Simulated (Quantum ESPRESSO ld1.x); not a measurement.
Values are calculated unless marked as measured or tabulated.
The table gives one normalised radial function P(r) = r R(r) (large component) of Cs4+ in [Kr] 4d9.75 5s2 5p3 5d0.25 (r in bohr). Level of theory: Dirac Kohn-Sham, BLYP, spin-unpolarised, spherical densities, point nucleus; open shells fill j = l - 1/2 first (ld1.x of Quantum ESPRESSO 7.5).

r	P
0.0009125	0.0000
0.001217	0.0000
0.001623	0.0000
0.002165	0.0001
0.002888	0.0001
0.003851	0.0002
0.005096	0.0005
0.006797	0.0010
0.009065	0.0021
0.01209	0.0044
0.01613	0.0092
0.02151	0.0192
0.02869	0.0389
0.03826	0.0762
0.05103	0.1423
0.06806	0.2486
0.09006	0.3929
0.1201	0.5592
0.1602	0.6716
0.2137	0.6129
0.285	0.2802
0.3801	-0.3000
0.507	-0.9025
0.6762	-1.2120
0.9018	-1.0844
1.203	-0.6883
1.604	-0.3062
2.123	-0.0929
2.831	-0.0160
3.776	-0.0014
5.036	0.0000
6.717	0.0000

Which n and l does it have? It may be an empty orbital.

Answer. n = 4, l = 2: the number of nodes gives n - l - 1 = 1, the rise at small r points to l (for j = l - 1/2 the large component starts as r^gamma with gamma = sqrt(l^2 - (Z/c)^2) = 1.96 and the r^(l+1) term takes over further out; the orbital of l - 1 with the same j starts with the same power, but with a larger coefficient, and does not steepen), and the extent must fit the shell. The curve is that of 4d3/2; the two j differ most near the nucleus, where j = l - 1/2 has the larger amplitude, and in heavy atoms j = l - 1/2 is also the more compact. 4d3/2: eigenvalue -120.64 eV, 1 radial node at r = 0.331 bohr, <r> = 0.823 bohr, 90 % of the charge inside 1.24 bohr.
